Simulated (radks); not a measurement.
Results of a calculation; reference values are marked as such.
Task: Radial electron density D(r) = 4 pi r^2 rho(r) of an atom or ion with 29 electrons. Code: a radial shooting solver on a logarithmic mesh with Libxc functionals. Model: non-relativistic Kohn-Sham, exchange-only LDA, spin-polarised, spherical densities, point nucleus.

r (bohr)  D(r) (e/bohr)  spin D(r)
0.004897          5.371    0.00470
0.005566          6.639    0.00580
0.006377          8.262    0.00719
0.007247          10.08    0.00873
0.008237          12.20     0.0105
0.009362          14.63     0.0125
0.01073           17.56     0.0149
0.01219           20.61     0.0173
0.01385           23.88     0.0197
0.01575           27.27     0.0220
0.01804           30.84     0.0240
0.0205            33.97     0.0254
0.0233            36.67     0.0258
0.02649           38.71     0.0250
0.0301            39.90     0.0228
0.03449           40.08     0.0187
0.0392            39.27     0.0135
0.04455           37.68    0.00760
0.05063           35.70    0.00209
0.05801           33.78   -0.00162
0.06593           32.79   -0.00120
0.07494           33.12    0.00456
0.08517           35.00     0.0162
0.09758           38.45     0.0338
0.1109            42.30     0.0514
0.126             45.61     0.0645
0.1433            47.18     0.0665
0.1641            46.03     0.0521
0.1865            42.21     0.0242
0.212             36.60   -0.00881
0.241             30.77    -0.0323
0.2761            26.25    -0.0304
0.3138            24.71    0.00304
0.3566            25.75     0.0573
0.4053            28.16      0.108
0.4606            30.19      0.126
0.5278            30.30     0.0939
0.5998            27.85     0.0310
0.6817            23.38    -0.0209
0.7748            17.94    -0.0110
0.8877            12.37      0.103
1.009             8.105      0.301
1.147             5.073      0.532
1.303             3.136      0.724
1.493             1.920      0.811
1.697             1.238      0.758
1.929            0.7862      0.602
2.192            0.4659      0.404
2.511            0.2339      0.218
2.854            0.1034     0.0997
3.244           0.03754     0.0368
3.687           0.01087     0.0108
4.224          0.002196    0.00219
4.801         0.0003613   0.000361

What is the nuclear charge?

Result: Z = 33. The innermost maximum, from 1s, lies near 1/Z = 0.0303 bohr (found: 0.0329), and its height grows with Z. The density is that of the arsenic ion As4+ in [Ar] 3d10 4s1; the configuration itself is not fixed sharply by these data, and Z only to about a unit. D(r) has 3 maxima, at r = 0.0329, 0.146, 0.495 bohr, and minima at 0.0686, 0.316 bohr, inside which lie 2.10, 11.07 electrons.
